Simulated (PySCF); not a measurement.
Level sweep

C₂H₅FGeSi.
Atom-mapped SMILES: `[F:1][GeH2:2][C:3]#[C:4][SiH3:5]` (hydrogens: H6, H7 on Ge2; H8, H9, H10 on Si5)

PySCF, dipoles from the SCF density, polarisabilities from static response with core orbitals frozen. Geometry: PBE0-D3(BJ)/def2-SVP; no solvent, vibrations or thermal averaging. Relativistic effects, spin–orbit coupling among them, are left out although an element past zinc is present.

**Question.** Compare the levels for these properties.

**Answer.** 

```csv
level,μ (D),α (au),anisotropy (au)
LDA/def2-SVPD,2.261,87.93,58.67
PBE/def2-SVPD,2.164,86.17,57.47
B3LYP/def2-SVPD,2.275,82.86,52.81
PBE0/def2-SVPD,2.272,82.23,52.55
BHandHLYP/def2-SVPD,2.387,79.17,48.69
CAM-B3LYP/def2-SVPD,2.327,81.19,49.77
wB97X-D/def2-SVPD,2.282,81.18,49.48
LC-wPBE/def2-SVPD,2.294,79.23,47.39
HF/def2-SVPD,2.450,75.42,44.48
PBE0/6-31G*,2.091,66.87,52.59
PBE0/def2-SVP,2.118,71.12,51.31
PBE0/aug-cc-pVDZ,2.218,83.26,52.85
PBE0/def2-TZVP,2.130,78.23,52.96
PBE0/def2-TZVPD,2.172,83.21,52.62
```

The anisotropy is √(½[(α1 − α2)² + (α2 − α3)² + (α3 − α1)²]). The dipole runs from 2.09 D (PBE0/6-31G*) to 2.45 D (HF/def2-SVPD). No reference polarisability is at hand; against PBE0 in the largest diffuse basis at hand (def2-TZVPD) the other PBE0 rows deviate by 6-31G* -20%, def2-SVP -15%, def2-SVPD -1%, aug-cc-pVDZ 0%, def2-TZVP -6%. In one basis (def2-SVPD) the functionals order the polarisability from HF (lowest) to LDA (highest), a spread of 17%. With PBE0 the polarisability is 72.07 au without diffuse functions (mean of 6-31G*, def2-SVP and def2-TZVP) and 82.90 au with them (mean of def2-SVPD, aug-cc-pVDZ and def2-TZVPD).
